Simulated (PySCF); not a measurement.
Sn(H)2(Me)(NMe2), SMILES [CH3][SnH2][N](C)C, GFN2-xTB optimised geometry.

```
16

Sn    -0.08     0.09     0.00
C      2.08     0.09     0.00
N     -0.67    -1.16    -1.52
C     -2.06    -1.52    -1.60
C     -0.11    -0.95    -2.83
H     -0.74     1.68     0.00
H     -0.75    -0.67     1.34
H      2.43    -0.92    -0.15
H      2.47     0.72    -0.79
H      2.45     0.46     0.95
H     -2.67    -0.75    -2.11
H     -2.47    -1.68    -0.60
H     -2.15    -2.45    -2.16
H      0.94    -0.69    -2.76
H     -0.20    -1.88    -3.40
H     -0.64    -0.17    -3.39
```

Density from B3LYP/def2-TZVP, def2 effective core potentials past Kr in PySCF at that geometry. The core electrons that the potentials of Sn replace are not part of the density.

Minimum of the electron density along straight lines between bonded atoms, close to the bond critical point (lines longer than 1.1 times the sum of covalent radii, or with two minima, are not listed):

| bond | length / Å | ρ at the minimum / e bohr⁻³ | ∇²ρ there / e bohr⁻⁵ | position (fraction from the first atom) |
|---|---|---|---|---|
| Sn1–C2 | 2.159 | 0.103 | 0.11 | 0.51 |
| Sn1–N3 | 2.051 | 0.114 | 0.31 | 0.51 |
| N3–C4 | 1.442 | 0.278 | -0.73 | 0.59 |
| N3–C5 | 1.443 | 0.278 | -0.72 | 0.59 |
| Sn1–H6 | 1.714 | 0.112 | 0.09 | 0.63 |
| Sn1–H7 | 1.679 | 0.120 | 0.09 | 0.63 |
| C2–H8 | 1.084 | 0.279 | -0.95 | 0.64 |
| C2–H9 | 1.084 | 0.279 | -0.94 | 0.64 |
| C2–H10 | 1.083 | 0.279 | -0.95 | 0.64 |
| C4–H11 | 1.097 | 0.279 | -0.95 | 0.64 |
| C4–H12 | 1.088 | 0.285 | -1.00 | 0.64 |
| C4–H13 | 1.092 | 0.282 | -0.98 | 0.64 |
| C5–H14 | 1.088 | 0.284 | -1.00 | 0.64 |
| C5–H15 | 1.092 | 0.281 | -0.98 | 0.64 |
| C5–H16 | 1.097 | 0.278 | -0.95 | 0.64 |
